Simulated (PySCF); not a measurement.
phosphorus nitride (NP), singlet, at a GFN2-xTB geometry; MP2/def2-TZVP run with PySCF.

PySCF was given this input:
```python
from pyscf import gto, scf, mp

mol = gto.M(
    atom='''
N    -0.000000   -0.000000   -0.994361
P     0.000000    0.000000    0.464035
''',
    basis='def2-tzvp',
    charge=0,
    spin=0,
    verbose=4,
)

mf = scf.RHF(mol)
mf.kernel()

pt = mp.MP2(mf)
pt.kernel()
print('E(MP2) = %.10f' % pt.e_tot)
```

Output, abridged:

```
PySCF version 2.14.0

[INPUT] verbose = 4
[INPUT] num. atoms = 2
[INPUT] num. electrons = 22
[INPUT] charge = 0
[INPUT] spin (= nelec alpha-beta = 2S) = 0
[INPUT] symmetry False subgroup None
[INPUT] Mole.unit = angstrom
[INPUT] Symbol           X                Y                Z      unit          X                Y                Z       unit  Magmom
[INPUT]  1 N      0.000000000000   0.000000000000  -0.994361000000 AA    0.000000000000   0.000000000000  -1.879069958949 Bohr   0.0
[INPUT]  2 P      0.000000000000   0.000000000000   0.464035000000 AA    0.000000000000   0.000000000000   0.876899062213 Bohr   0.0

nuclear repulsion = 38.0991220125398
number of shells = 24
number of NR pGTOs = 109
number of NR cGTOs = 68
basis = def2-tzvp
ecp = {}

******** <class 'pyscf.scf.hf.RHF'> ********
method = RHF
initial guess = minao
damping factor = 0
level_shift factor = 0
DIIS = <class 'pyscf.scf.diis.CDIIS'>
diis_start_cycle = 1
diis_space = 8
diis_damp = 0
SCF conv_tol = 1e-09
SCF conv_tol_grad = None
SCF max_cycles = 50
direct_scf = True
direct_scf_tol = 1e-13
Set gradient conv threshold to 3.16228e-05
Initial guess from minao.
init E= -395.136052178521
  HOMO = -0.323414900267387  LUMO = -0.0370450129767097  gap/eV = 7.79252
cycle= 1 E= -395.138127691384  delta_E= -0.00208  |g|= 0.355  |ddm|= 1.46
  HOMO = -0.424359532981331  LUMO = 0.0377490454740809  gap/eV = 12.57461
cycle= 2 E= -395.144928561023  delta_E= -0.0068  |g|= 0.37  |ddm|= 0.514
  HOMO = -0.459232373938014  LUMO = 0.0385210987213229  gap/eV = 13.54456
cycle= 3 E= -395.176547384441  delta_E= -0.0316  |g|= 0.0403  |ddm|= 0.231
  HOMO = -0.446607717729625  LUMO = 0.0509575344749955  gap/eV = 13.53944
cycle= 4 E= -395.177253096009  delta_E= -0.000706  |g|= 0.014  |ddm|= 0.0562
  HOMO = -0.448994062104554  LUMO = 0.0500085008733346  gap/eV = 13.57855
cycle= 5 E= -395.177353095926  delta_E= -0.0001  |g|= 0.00401  |ddm|= 0.0181
  HOMO = -0.448778912333203  LUMO = 0.0499540959046851  gap/eV = 13.57122
cycle= 6 E= -395.177364485737  delta_E= -1.14e-05  |g|= 0.00175  |ddm|= 0.0068
  HOMO = -0.448803728862765  LUMO = 0.0499880081719509  gap/eV = 13.57281
cycle= 7 E= -395.177366138921  delta_E= -1.65e-06  |g|= 0.000386  |ddm|= 0.00278
  HOMO = -0.448810415569392  LUMO = 0.049989418016477  gap/eV = 13.57303
cycle= 8 E= -395.177366254755  delta_E= -1.16e-07  |g|= 4.99e-05  |ddm|= 0.00088
  HOMO = -0.448804282481483  LUMO = 0.0499864983495728  gap/eV = 13.57279
cycle= 9 E= -395.177366256435  delta_E= -1.68e-09  |g|= 6.35e-06  |ddm|= 0.000153
  HOMO = -0.448805532201939  LUMO = 0.0499855735328301  gap/eV = 13.57280
cycle= 10 E= -395.177366256457  delta_E= -2.14e-11  |g|= 8.41e-07  |ddm|= 2.61e-05
  HOMO = -0.448805627290353  LUMO = 0.049985410015101  gap/eV = 13.57280
Extra cycle  E= -395.177366256456  delta_E= 6.82e-13  |g|= 3.44e-07  |ddm|= 3.3e-06
converged SCF energy = -395.177366256456

******** <class 'pyscf.mp.mp2.RMP2'> ********
nocc = 11, nmo = 68
E(RMP2) = -395.639406307679  E_corr = -0.462040051222812
E(SCS-RMP2) = -395.628505165181  E_corr = -0.45113890872453
E_corr(same-spin) = -0.119202868549435
E_corr(oppo-spin) = -0.342837182673376
E(MP2) = -395.6394063077
```
